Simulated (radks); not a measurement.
Values are calculated unless marked as measured or tabulated.
Question: Species: Er I. Configuration: [Xe] 4f12 6s2. Level of theory: Dirac Kohn-Sham, BLYP, spin-unpolarised, spherical densities, finite nucleus; open shells fill j = l - 1/2 first; Fermi nuclear charge, rms radius 5.2516 fm (a radial shooting solver on a logarithmic mesh with Libxc functionals).

Spin-orbit splittings of the eigenvalues, e(l+1/2) - e(l-1/2), with zeta = 2 splitting/(2l+1) and mean radii in bohr:

| shell | occ. | splitting (eV) | zeta (eV) | <r> j=l-1/2 | <r> j=l+1/2 |
|---|---|---|---|---|---|
| 2p | 6 | 917.2 | 611.4 | 0.07146 | 0.07874 |
| 3p | 6 | 192.6 | 128.4 | 0.2146 | 0.2283 |
| 3d | 10 | 42.10 | 16.84 | 0.2012 | 0.2055 |
| 4p | 6 | ? | ? | 0.5171 | 0.5486 |
| 4d | 10 | 7.881 | 3.153 | 0.5774 | 0.5886 |
| 4f | 12 | 1.081 | 0.3088 | 0.8226 | 0.8477 |
| 5p | 6 | 5.349 | 3.566 | 1.421 | 1.537 |

Estimate the 4p splitting.

Answer: 43.38 eV (zeta = 28.92 eV).
